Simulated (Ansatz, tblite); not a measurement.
Species of one formula, MoN4H6 (singlet), each relaxed with B3LYP-D4/def2-SVP in Ansatz.

In the def2 sets Mo takes a core potential; there is no spin–orbit coupling. The xTB rows come from tblite. LC-ωPBE has ω = 0.4 bohr⁻¹.

Run but left out: HF/def2-SVP, HF/def2-TZVP, MP2/def2-SVP, MP2/def2-TZVP, CCSD/def2-SVP, CCSD(T)/def2-SVP (A: restricted singlet, unstable towards broken spin symmetry); BHLYP-D4/def2-TZVP (A: restricted singlet, unstable in another Hartree–Fock run and untested here).

A: The restricted singlet is unstable towards broken spin symmetry in Hartree–Fock (as tested in another run); at PBE-D4/def2-SVP, PBE-D4/def2-TZVP, r2SCAN-D4/def2-TZVP, PBE0-D4/def2-SVP and others this wasn't settled. B: The restricted singlet is unstable towards broken spin symmetry in Hartree–Fock (as tested in another run); at PBE-D4/def2-SVP, PBE-D4/def2-TZVP, r2SCAN-D4/def2-TZVP, PBE0-D4/def2-SVP and others this wasn't settled.

Other spin states weren't relaxed.

A:

Cartesian coordinates in Å:
```
Mo 0.200 0.188 -0.212
N 1.141 1.075 -1.212
N -0.772 -1.034 -1.390
N -0.949 1.492 0.685
N 1.452 -0.712 0.990
H -0.680 -1.074 -2.401
H -1.448 -1.726 -1.072
H -1.657 1.257 1.378
H -0.930 2.497 0.531
H 1.179 -1.345 1.739
H 2.464 -0.619 0.963
```

B:

```tsv
atom	x (Å)	y (Å)	z (Å)
Mo1	0.1023	0.1729	-0.0262
N2	1.8231	0.2743	0.2320
N3	-0.6878	1.6457	-0.5206
N4	-0.7010	-0.3677	1.6728
N5	-0.1898	-1.1394	-1.4463
H6	2.7377	0.7198	0.2725
H7	-0.7591	2.6286	-0.7759
H8	-1.6280	-0.0885	1.9804
H9	-0.2050	-0.8665	2.4058
H10	0.4657	-1.8779	-1.6848
H11	-0.9582	-1.1013	-2.1097
```

Q: Estimate which lies lowest at each level, and how far above it the others are (eV).

A: 
```
              level     A     B
           GFN1-xTB  0.95  0.00
           GFN2-xTB  1.57  0.00
    PBE-D4/def2-SVP  0.00  0.40
   PBE-D4/def2-TZVP  0.00  0.42
r2SCAN-D4/def2-TZVP  0.00  0.44
   PBE0-D4/def2-SVP  0.00  0.50
  PBE0-D4/def2-TZVP  0.00  0.51
  LC-ωPBE/def2-TZVP  0.00  0.60
```
Point groups (tolerance 0.1 Å): A C3v, B C2v.
